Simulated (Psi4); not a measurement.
C$_{4}$H$_{6}$F$_{2}$O$_{2}$ (SMILES C=COC(F)(F)CO), singlet, at a GFN2-xTB geometry. Base run: HF/STO-3G (Psi4 1.11).

Psi4 was given this input:
```
memory 2 GB

molecule mol {
0 1
  C    -1.985249    0.925016    1.047311
  C    -1.200067    1.451804    0.128268
  O    -0.216471    0.855388   -0.628683
  C     0.156037   -0.444421   -0.427654
  F     0.883140   -0.781185   -1.515040
  F    -0.910148   -1.293014   -0.440339
  C     0.983308   -0.670066    0.848311
  O     2.085457    0.183564    0.893437
  H    -2.711625    1.549049    1.532843
  H    -1.970731   -0.110905    1.333254
  H    -1.251777    2.490560   -0.164063
  H     0.322427   -0.529871    1.715654
  H     1.362978   -1.694005    0.840977
  H     1.815737    1.077352    0.644307
}

set basis sto-3g
set reference rhf

energy('scf')
print_variables()
```

The base run was repeated with changes; each row names its change, and settings that it needs were set with it.

| change | basis functions | E (Eh) | dipole (D) |
|---|---|---|---|
| base | 46 | -496.82084 | 2.07 |
| basis = cc-pVDZ-DK; relativity = none (with scf_type pk) | 142 | -503.53451 | 3.05 |
| basis = cc-pVDZ-DK; relativity = spin-free X2C (with scf_type pk) | 142 | -503.89886 | 3.05 |

Absolute energies of different levels of theory aren't comparable as measures of quality.

Basis sets contracted for a relativistic Hamiltonian are a mismatch without it, so the rows without relativity aren't non-relativistic limits. No row has spin-orbit coupling; sets with core potentials leave out the core electrons.
